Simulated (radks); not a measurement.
Problem. All-electron atom: Ga19+ in [Ne] 3s2 (the NIST ground configuration). Calculated with a radial shooting solver on a logarithmic mesh with Libxc functionals: scalar-relativistic Kohn-Sham, r2SCAN, spin-polarised, spherical densities, finite nucleus; meta-GGA in the generalised Kohn-Sham scheme; Fermi nuclear charge, rms radius 3.9973 fm. Some entries of the table are withheld. Estimate them.

orbital  occ.  eigenvalue (Ry)  <r^2> (bohr^2)
1s          2              (1)             (2)
2s          2        -147.9872             (3)
2p          6              (4)             (5)
3s          2              (6)          0.3321

Solution. 
(1) 1s eigenvalue (Ry): -810.9604
(2) 1s <r^2> (bohr^2): 0.003177
(3) 2s <r^2> (bohr^2): 0.05396
(4) 2p eigenvalue (Ry): -136.1864
(5) 2p <r^2> (bohr^2): 0.04276
(6) 3s eigenvalue (Ry): -54.93588
